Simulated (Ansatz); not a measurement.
Be₂F₅⁻: single points at one geometry.

```yaml
crystal:
  periodic: [false, false, false]
  atoms:
    - {symbol: Be, position_ang: [0.010794, -1.043688, -1.094987]}
    - {symbol: Be, position_ang: [0.018199, 1.077195, 1.063006]}
    - {symbol: F, position_ang: [-0.415934, -0.851806, -2.485965]}
    - {symbol: F, position_ang: [0.291466, -2.290098, -0.376291]}
    - {symbol: F, position_ang: [0.249151, 0.286220, -0.281102]}
    - {symbol: F, position_ang: [-1.293763, 0.897748, 1.691405]}
    - {symbol: F, position_ang: [1.140077, 1.924429, 1.483924]}
basis:
  gaussian: {orbitals: def2-TZVPD, initial_orbitals: start.molden}
total_charge: -1
hamiltonian: {xc: {name: r2SCANh}, dispersion: d4}
scf: {omitted_lower_state_checks: [starts]}
output: {orbitals: {seedname: orbitals}}
```

The file start.molden holds the orbitals of an earlier run on this structure, at another level or in another basis.

```sh
$ ansatz run in.yaml --threads 4 --pin off --events-out ev --progress --plain --max-ram 3916MiB
```

Shortened log:

```
Functional definition: r2SCANh
1299 factors; their error is unknown
mean field evaluation 1: about -14400.8686 eV, gradient 4.6e0 eV
mean field evaluation 2: about -14400.8897 eV, gradient 2.5e-2 eV
mean field evaluation 4: about -14400.9058 eV, gradient 2.5e-5 eV
mean field -14400.90581524 eV, -529.2235274254 hartree, gradient 7.4e-5 eV, S^2 0.000000; 0 other end points of the search recorded, 0 dependent functions left out
reference -14400.90584546 eV, -529.2235285360 hartree; 27, 27 occupied and 217, 217 virtual orbitals, 1299 factors
Total energy: -14400.93431168 eV, -529.2245746503 hartree
Checks for a lower state left out: starts
```

It took 3.5 s on 4 threads of Arm Neoverse V2 on a shared host.

The first input with `gaussian: {orbitals: def2-SVPD, initial_orbitals: start.molden}`, `hamiltonian: {xc: pbe, dispersion: d4}` (abridged; 1.1 s):

```
Functional definition: PBE
mean field -14376.67581296 eV, -528.3330912655 hartree, gradient 7.3e-6 eV, S^2 0.000000
Total energy: -14376.77584944 eV, -528.3367675384 hartree
Checks for a lower state left out: starts
```

The first input with `gaussian: {orbitals: 6-31G}`, `hamiltonian: {xc: {name: B3LYP}, dispersion: d4}` (abridged; 0.55 s):

```
Functional definition: B3LYP
mean field -14399.49228871 eV, -529.1715812836 hartree, gradient 5.5e-5 eV, S^2 0.000000
Total energy: -14399.65039898 eV, -529.1773917291 hartree
Checks for a lower state left out: starts
```

The first input with `hamiltonian: {xc: pbe}`, `correlation: {method: rpa}` and without the key `output` (abridged; 5.5 s):

```
Functional definition: PBE
mean field -14393.05797605 eV, -528.9351246549 hartree, gradient 1.5e-6 eV, S^2 0.000000
5 core orbitals not correlated: weight in the atoms' cores, before any rotation towards them, 1.000 or more for the frozen orbitals, at most 0.000 for the correlated occupied ones
Total energy: -14402.77980080 eV, -529.2923951245 hartree
Checks for a lower state left out: starts
```

Geometry: PBE-D4/def2-SVPD.

B3LYP takes the VWN-RPA correlation. Correlated methods freeze 5 core orbitals. The structure comes from a short search, and lower isomers may exist.
